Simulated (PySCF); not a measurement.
Give a GFN2-xTB geometry of `CO[SiH2]C[SiH2]CCl`.

```xyz
18
C3H11ClOSi2 angstrom
C      2.605    1.057   -0.332
O      1.475    0.269   -0.121
Si     0.948   -0.977   -1.020
C     -0.566   -1.565   -0.045
Si    -1.658   -0.205    0.696
C     -2.047    1.094   -0.654
Cl    -2.824    0.292   -2.045
H      2.680    1.769    0.491
H      2.527    1.604   -1.275
H      3.510    0.446   -0.363
H      0.620   -0.538   -2.382
H      1.972   -2.026   -1.127
H     -0.244   -2.223    0.760
H     -1.159   -2.183   -0.717
H     -1.019    0.516    1.801
H     -2.941   -0.762    1.146
H     -2.738    1.864   -0.318
H     -1.150    1.575   -1.036
```

Any rigid rotation of these coordinates is as good. Atoms count from 1 in this order. Si5 (SiH2 silicon) is distorted tetrahedral (angles from 106.6° to 113.3°). Of the pairs four or more bonds apart, Si3···H18 is among the closest relative to their van der Waals radii: 3.30 Å, 100 % of the sum of Bondi's values. O2 (silyl ether oxygen) is bent (angle 127.8°). Si3 (oxygen-bound silicon) is distorted tetrahedral (angles from 102.3° to 113.0°).

Bonds between heavy atoms (Å): C1–O2 1.394, O2–Si3 1.624, Si3–C4 1.895, C4–Si5 1.895, Si5–C6 1.914, C6–Cl7 1.783.

The geometry is computed with GFN2-xTB (gas phase).

Point group: C1 (no symmetry element, even within 0.4 Å). GFN2-xTB frequencies: not computed here. One conformer, not necessarily the lowest (C1–O2–Si3–C4 177°, O2–Si3–C4–Si5 40°, Si3–C4–Si5–C6 49°, C4–Si5–C6–Cl7 57°).
